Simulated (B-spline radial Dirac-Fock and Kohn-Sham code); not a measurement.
## EELS cross sections of the Au M2 edge

System: the Au atom, [Xe] 4f14 5d10 6s1. Calculated with a radial B-spline solver, using the first Born approximation with generalised oscillator strengths from a Dirac-Hartree-Slater potential (longitudinal and transverse terms; continuum final states only, so no white lines or fine structure). The edge is taken at 3148.0 eV (tabulated value).

The run's input, task.json:

```json
{"items": [{
  "Z": 79,
  "q": 0,
  "cfg": [[1, 0, 2], [2, 0, 2], [2, 1, 6], [3, 0, 2], [3, 1, 6], [3, 2, 10], [4, 0, 2], [4, 1, 6], [4, 2, 10], [4, 3, 14], [5, 0, 2], [5, 1, 6], [5, 2, 10], [6, 0, 1]],
  "A": 197,
  "rrms": 5.4371,
  "do": "eels",
  "beams": [[60, 10], [60, 20], [60, 100], [80, 20], [80, 50], [100, 20], [100, 50], [100, 100], [120, 10], [120, 20], [200, 10], [200, 20], [300, 20], [300, 50]],
  "edges": {"M2": 3148.0}
}]}
```

Run with: `python xray2_run.py task.json out`

Partial cross sections σ(β, Δ) in barn, integrated over a window Δ above the edge and up to the collection semi-angle β, for parallel illumination:

```
E₀ (kV)  β (mrad)  Δ = 25 eV  Δ = 50 eV  Δ = 100 eV  Δ = 200 eV  Δ = 300 eV
     60        10      0.316      0.702        1.45        2.82        4.03
     60        20       1.09       2.43        5.05        9.88        14.2
     60       100       6.37       15.3        34.1        69.8         102
     80        20       1.35       3.00        6.22        12.2        17.5
     80        50       3.88       8.89        19.0        38.0        55.2
    100        20       1.55       3.44        7.14        14.0        20.1
    100        50          ?          ?           ?           ?           ?
    100       100       5.65       13.7        30.9        63.6        93.5
    120        10      0.620       1.37        2.80        5.44        7.78
    120        20       1.71       3.79        7.87        15.4        22.2
    200        10      0.960       2.11        4.33        8.44        12.1
    200        20       2.09       4.66        9.71        19.2        27.7
    300        20       2.35       5.26        11.0        21.9        31.8
    300        50       3.62       8.57        18.9        38.5        56.6
```

Problem. Give the row for 100 kV and 50 mrad.

Solution. 3.91 b for 25 eV, 9.00 b for 50 eV, 19.3 b for 100 eV, 38.7 b for 200 eV, 56.3 b for 300 eV.
